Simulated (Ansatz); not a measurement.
Basis-set extrapolation for `O[SiH]([SiH3])CCl` (PBE0-D4/def2-TZVP geometry, frozen core, the Gaussian-basis code of Ansatz). Multiplicity 1, RHF reference.

```csv
,def2-TZVPP,def2-QZVPP
HF,-1154.304149,-1154.340603
MP2 correlation,-0.852631,-0.922234
CCSD(T) correlation,-0.952099,not run
```

Energies in hartree. Use E(X) = E(∞) + A·exp(−7.88·√X) for Hartree–Fock and E(X) = E(∞) + B·X^(−2.97) for correlation, with X = 3 and 4, and add CCSD(T) minus MP2 of the smaller set to the MP2 limit.

Q: What is the CCSD(T) energy at the basis-set limit?

A: HF limit: -1154.340603 + (-0.036454) × 0.13774 = -1154.34562. MP2 limit: -0.922234 + (-0.069603) × 0.74074 = -0.97379. Higher-order term: -0.952099 − (-0.852631) = -0.09947. Total: -1155.41888 hartree, 102.1 kcal/mol below CCSD(T)/def2-TZVPP.
